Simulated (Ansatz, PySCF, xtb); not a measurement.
Dimer: CH5N (SMILES CN) (first 7 atoms) with CH2O2 (SMILES O=CO); geometry from B3LYP-D3(BJ)/def2-TZVP, rigid monomers moved along the line of their centres of mass till N2···H12 is 1.52 Å.
(charge 0, multiplicity 1):
```tsv
atom	x (Å)	y (Å)	z (Å)
C	0.1951	0.6462	0.1549
N	-0.5601	-0.4425	0.7931
H	0.9855	0.9585	0.8359
H	-0.4698	1.4936	-0.0117
H	0.6467	0.3639	-0.8006
H	0.0563	-1.2240	0.9904
H	-1.3030	-0.7782	0.1909
O	1.1829	-0.1375	3.2005
C	0.1664	0.2440	3.7320
O	-1.0182	0.3501	3.1572
H	0.1218	0.5538	4.7869
H	-0.9435	0.0445	2.1848
```

Counterpoise-corrected where a basis set is named; no monomer relaxation. Rows marked so take none.

Cores are frozen in the correlated methods. Rows in 6-311+G**, 6-31G* carry no dispersion term and start afresh at each structure (6-31G* with six Cartesian d functions). MP2/6-31G* freezes PySCF's default core.

Programs: Ansatz (Gaussian orbitals); PySCF for 6-311+G** rows, 6-31G* rows, the dispersion terms; xtb for the GFN methods. Each number belongs to the level named beside it.

| level | interaction energy (meV) |
|---|---|
| GFN2-xTB | -500.4 |
| PBE-D4/def2-TZVPPD | -638.1 |
| r2SCAN-D4/def2-TZVPPD | -661.8 |
| B3LYP/6-311+G** (no counterpoise) | -544.6 |
| B3LYP-D3(BJ)/def2-TZVPPD | -613.3 |
| M06-2X/6-31G* (no counterpoise) | ___ |
| wB97M-V/def2-TZVPPD | ___ |
| MP2/6-31G* | -467.1 |
| CCSD(T)/aug-cc-pVDZ | -475.8 |

Problem. Some entries are withheld; supply them.

Solution. 
- M06-2X/6-31G* (no counterpoise), interaction energy (meV): -795.4
- wB97M-V/def2-TZVPPD, interaction energy (meV): -579.2

Ansatz is an electronic-structure program.
